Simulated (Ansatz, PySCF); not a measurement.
Process, species as SMILES: C=CCC#N -> C=C[CH]C#N + H atom (the C-H bond at the site shown breaks; other sites are not compared here)
Structures are relaxed separately at B3LYP-D3(BJ)/def2-TZVP in Ansatz (an electronic-structure program), one conformer each, not searched for the lowest. Markedly spin-contaminated UHF reference, which strains HF, MP2 and, less, CCSD(T): C=C[CH]C#N.

Property: bond dissociation energy (0 K, with B3LYP-D3(BJ) harmonic zero-point energies from PySCF), in kcal/mol. Correlated levels leave the core frozen unless marked. UHF or UKS for open shells. No spin-orbit coupling. No relativistic terms. 

```json
[
 {"level": "HF-D4/def2-TZVPD", "program": "PySCF + dftd4", "bond dissociation energy (kcal/mol)": "51.7"},
 {"level": "B3LYP-D4/def2-TZVPD", "program": "Ansatz + dftd4", "bond dissociation energy (kcal/mol)": "74.3"},
 {"level": "wB97M-V/def2-TZVPD", "program": "Ansatz", "bond dissociation energy (kcal/mol)": "79.0"},
 {"level": "RI-MP2/cc-pVQZ", "program": "Ansatz", "bond dissociation energy (kcal/mol)": "93.4"},
 {"level": "SCS-MP2/6-31G*", "program": "Ansatz", "bond dissociation energy (kcal/mol)": "86.9"},
 {"level": "CCSD(T)/6-31G", "program": "Ansatz", "bond dissociation energy (kcal/mol)": "69.1"}
]
```
